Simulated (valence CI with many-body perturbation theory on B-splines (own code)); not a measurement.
As XXVIII: electric-dipole lines

Method: relativistic CI+MBPT: four valence electrons over a frozen Dirac-Fock core [He], a basis of 11 s, 11 p, 9 d, 7 f, 5 g, 2 h, 1 i functions for each j, with the one-electron correlation potential Σ1, the two-electron term Σ2, the three-electron term Σ3, Breit, model QED; selected CI, second order for the rest (own B-spline code, finite nucleus).

The last digits are not significant, and no measured levels were compared; by estimate large intervals hold to a few tenths of a per cent, small ones and those within an open d or f shell to about a per cent. Among the levels kept, up to 260 cm⁻¹ of a level comes from second order outside the variational space, and about a tenth of that is noise between levels of different J, which matters for small intervals.

Lines 1 to 50 of 254 in falling wavelength, among levels below 1871.9 eV, chosen from the strongest by gf and those to the six lowest levels. Wavelengths and rates use the calculated energies. Electric multipoles are in the length gauge, E1 and E2 with the static RPA response of the core. Weak lines are less certain than strong ones. Lines between different terms over intervals too small for the method are left out, as are lines whose strength nearly cancels. Where a level lies close to another of its J and parity, the split of strength between their lines is uncertain. The highest levels of a list are the least certain.

Levels are named by their leading jj configuration (3d3/2^4 stands for four electrons in 3d with j = 3/2), which in mixed levels can hold well under half, so a name can repeat and another be missing. Letters in brackets count levels of one name in rising energy.

| λ vac (nm) | Upper | Lower | A (s⁻¹) | log gf | Branch % |
| --- | --- | --- | --- | --- | --- |
| 38.95 | (2s 2p3/2^2 3p1/2) J=3 | (2s 2p3/2^2 3s) J=2 [a] | 1.51e+09 | -0.62 | 0.0 |
| 38.73 | (2s 2p1/2 2p3/2 3d3/2) J=4 | (2s 2p1/2 2p3/2 3p3/2) J=4 | 5.61e+08 | -0.94 | 0.3 |
| 37.99 | (2s 2p1/2 2p3/2 3d5/2) J=5 | (2s 2p1/2 2p3/2 3p3/2) J=4 | 1.77e+09 | -0.37 | 88.5 |
| 36.81 | (2s 2p1/2 2p3/2 3d5/2) J=4 [a] | (2s 2p1/2 2p3/2 3p3/2) J=3 [a] | 1.87e+09 | -0.47 | 0.2 |
| 36.47 | (2s 2p1/2 2p3/2 3p1/2) J=3 | (2s 2p1/2 2p3/2 3s) J=3 | 1.49e+09 | -0.68 | 0.0 |
| 35.45 | (2s 2p1/2^2 3d5/2) J=3 | (2s 2p1/2^2 3p3/2) J=2 | 2.02e+09 | -0.58 | 0.0 |
| 34.48 | (2s^2 2p3/2 3d5/2) J=4 | (2s^2 2p3/2 3p3/2) J=3 | 2.15e+09 | -0.46 | 81.7 |
| 33.94 | (2s 2p1/2 2p3/2 3p1/2) J=2 [a] | (2s 2p1/2 2p3/2 3s) J=2 [a] | 1.79e+09 | -0.81 | 0.0 |
| 33.29 | (2s^2 2p1/2 3d5/2) J=3 | (2s^2 2p1/2 3p3/2) J=2 | 2.41e+09 | -0.55 | 0.0 |
| 33.25 | (2s 2p3/2^2 3p1/2) J=2 | (2s 2p3/2^2 3s) J=3 | 1.71e+09 | -0.85 | 0.0 |
| 33.16 | (2s 2p1/2 2p3/2 3p3/2) J=2 [b] | (2s 2p1/2 2p3/2 3s) J=2 [b] | 2.30e+09 | -0.72 | 0.0 |
| 32.92 | (2s 2p1/2 2p3/2 3d3/2) J=2 [b] | (2s 2p1/2 2p3/2 3p1/2) J=2 [b] | 1.45e+09 | -0.93 | 0.0 |
| 32.81 | (2s 2p1/2 2p3/2 3d5/2) J=3 [a] | (2s 2p1/2 2p3/2 3p3/2) J=2 [a] | 1.44e+09 | -0.79 | 0.0 |
| 32.61 | (2s^2 2p3/2 3p1/2) J=2 | (2s^2 2p3/2 3s) J=2 | 2.20e+09 | -0.76 | 0.5 |
| 32.15 | (2s^2 2p1/2 3d5/2) J=2 | (2s^2 2p1/2 3p3/2) J=1 | 2.36e+09 | -0.74 | 0.0 |
| 31.75 | (2s 2p1/2 2p3/2 3p3/2) J=2 [a] | (2s 2p1/2 2p3/2 3s) J=1 [a] | 2.28e+09 | -0.76 | 0.0 |
| 31.44 | (2s 2p1/2 2p3/2 3p3/2) J=1 [b] | (2s 2p1/2 2p3/2 3s) J=2 [b] | 2.76e+09 | -0.91 | 0.0 |
| 31.39 | (2s 2p1/2 2p3/2 3d5/2) J=4 [b] | (2s 2p1/2 2p3/2 3p3/2) J=3 [b] | 2.75e+09 | -0.44 | 0.0 |
| 31.27 | (2s 2p1/2 2p3/2 3d5/2) J=2 | (2s 2p1/2 2p3/2 3p3/2) J=1 [a] | 2.03e+09 | -0.83 | 0.0 |
| 31.04 | (2s^2 2p3/2 3d5/2) J=3 | (2s^2 2p3/2 3p3/2) J=2 | 2.55e+09 | -0.59 | 0.0 |
| 30.78 | (2s 2p1/2 2p3/2 3p3/2) J=3 [b] | (2s 2p1/2 2p3/2 3s) J=2 [b] | 2.61e+09 | -0.59 | 0.0 |
| 30.45 | (2s 2p1/2 2p3/2 3d3/2) J=4 | (2s 2p1/2 2p3/2 3p1/2) J=3 | 2.17e+09 | -0.57 | 1.0 |
| 30.24 | (2s 2p1/2 2p3/2 3d3/2) J=3 | (2s 2p1/2 2p3/2 3p1/2) J=2 [a] | 2.12e+09 | -0.69 | 0.0 |
| 30.23 | (2s 2p1/2 2p3/2 3p3/2) J=3 [c] | (2s 2p1/2 2p3/2 3s) J=2 [c] | 3.90e+09 | -0.43 | 0.1 |
| 29.81 | (2s 2p3/2^2 3p3/2) J=1 | (2s 2p3/2^2 3s) J=2 [a] | 2.99e+09 | -0.92 | 0.0 |
| 29.57 | (2s^2 2p3/2 3p3/2) J=3 | (2s^2 2p3/2 3s) J=2 | 3.94e+09 | -0.44 | 2.6 |
| 29.43 | (2s 2p1/2^2 3d5/2) J=2 | (2s 2p1/2^2 3p3/2) J=1 | 3.04e+09 | -0.70 | 0.0 |
| 29.18 | (2s 2p1/2 2p3/2 3d5/2) J=3 [b] | (2s 2p1/2 2p3/2 3p3/2) J=2 [a] | 1.18e+09 | -0.98 | 0.0 |
| 29.15 | (2s 2p1/2 2p3/2 3p3/2) J=3 [a] | (2s 2p1/2 2p3/2 3s) J=2 [a] | 4.34e+09 | -0.41 | 8.8 |
| 29.03 | (2s 2p1/2 2p3/2 3p3/2) J=4 | (2s 2p1/2 2p3/2 3s) J=3 | 4.98e+09 | -0.25 | 28.7 |
| 28.95 | (2s 2p1/2 2p3/2 3d5/2) J=3 [c] | (2s 2p1/2 2p3/2 3p3/2) J=2 [b] | 2.46e+09 | -0.67 | 0.0 |
| 28.85 | (2s 2p1/2^2 3d3/2) J=2 | (2s 2p1/2^2 3p1/2) J=1 | 2.87e+09 | -0.75 | 0.0 |
| 28.75 | (2s^2 2p3/2 3d3/2) J=3 | (2s^2 2p3/2 3p1/2) J=2 | 2.33e+09 | -0.69 | 0.0 |
| 28.49 | (2s 2p3/2^2 3p3/2) J=4 | (2s 2p3/2^2 3s) J=3 | 5.25e+09 | -0.24 | 17.9 |
| 28.30 | (2s 2p3/2^2 3p3/2) J=3 | (2s 2p3/2^2 3s) J=3 | 3.89e+09 | -0.49 | 0.2 |
| 28.26 | (2s 2p1/2 2p3/2 3p1/2) J=2 [b] | (2s 2p1/2 2p3/2 3s) J=3 | 4.16e+09 | -0.60 | 0.1 |
| 27.90 | (2s 2p1/2^2 3p3/2) J=2 | (2s 2p1/2^2 3s) J=1 | 3.86e+09 | -0.65 | 0.1 |
| 27.47 | (2s^2 2p1/2 3d3/2) J=2 | (2s^2 2p1/2 3p1/2) J=1 | 3.53e+09 | -0.70 | 0.0 |
| 27.35 | (2s 2p1/2 2p3/2 3p3/2) J=2 [d] | (2s 2p1/2 2p3/2 3s) J=1 [c] | 3.97e+09 | -0.65 | 0.1 |
| 27.27 | (2s 2p1/2 2p3/2 3p3/2) J=1 [d] | (2s 2p1/2 2p3/2 3s) J=0 | 3.39e+09 | -0.94 | 0.0 |
| 27.09 | (2s^2 2p1/2 3p3/2) J=2 | (2s^2 2p1/2 3s) J=1 | 5.39e+09 | -0.53 | 3.0 |
| 27.02 | (2s 2p1/2 2p3/2 3p3/2) J=2 [c] | (2s 2p1/2 2p3/2 3s) J=1 [b] | 2.85e+09 | -0.81 | 0.0 |
| 26.99 | (2s^2 2p1/2 3p3/2) J=1 | (2s^2 2p1/2 3s) J=0 | 3.57e+09 | -0.93 | 0.8 |
| 26.41 | (2s 2p3/2^2 3p3/2) J=2 | (2s 2p3/2^2 3s) J=2 [a] | 3.61e+09 | -0.72 | 0.0 |
| 25.10 | (2s^2 2p3/2 3p3/2) J=2 | (2s^2 2p3/2 3s) J=1 | 5.05e+09 | -0.62 | 0.6 |
| 24.24 | (2s 2p1/2 2p3/2 3p3/2) J=1 [c] | (2s 2p1/2 2p3/2 3s) J=1 [b] | 5.96e+09 | -0.80 | 0.1 |
| 23.12 | (2s 2p1/2 2p3/2 3p3/2) J=3 [b] | (2s 2p1/2 2p3/2 3s) J=3 | 2.94e+09 | -0.78 | 0.0 |
| 22.24 | (2s 2p3/2^2 3p3/2) J=2 | (2s 2p3/2^2 3s) J=3 | 3.19e+09 | -0.93 | 0.0 |
| 15.17 | (2s 2p1/2^2 2p3/2) J=2 | (2s^2 2p1/2 2p3/2) J=1 | 5.21e+08 | -2.05 | 64.4 |
| 13.14 | (2s 2p1/2 2p3/2^2) J=3 | (2s^2 2p3/2^2) J=2 | 2.81e+09 | -1.29 | 21.4 |

Question: How does gf follow from A for the line at 33.25 nm?

Answer: gf = 1.4992 × (2J+1)_upper × A / σ², with σ = 300724 cm⁻¹ and 2J+1 = 5: gf = 0.141.
